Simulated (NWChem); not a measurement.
# SbH₃O₂; SMILES [OH][SbH][OH]

```xyz
6

Sb    -0.3414     0.0074     0.0269
H     -0.4936    -0.0764    -1.6913
O      0.9512    -1.5098    -0.0413
H      1.1395    -1.8175     0.8537
O      0.9459     1.5184     0.0570
H      1.5888     1.4485    -0.6603
```
Atoms are numbered in this order, from 1.

Results from NWChem. Medium grid unless said otherwise, to which SCAN and Minnesota functionals are sensitive. Coordinates come from a PBE0/def2-SVP optimisation. def2 effective core potentials on Sb; no spin-orbit coupling. B3LYP is NWChem's, with the RPA form of VWN correlation.

Problem. Order these by “dipole (D)”, lowest first: PW6B95/def2-SVP; TPSSh/def2-SVP; MPW1K/def2-SVP; M06/def2-SVP; BHandHLYP/def2-SVP.

Solution. TPSSh/def2-SVP (1.06), PW6B95/def2-SVP (1.21), MPW1K/def2-SVP (1.26), BHandHLYP/def2-SVP (1.33), M06/def2-SVP (1.39)
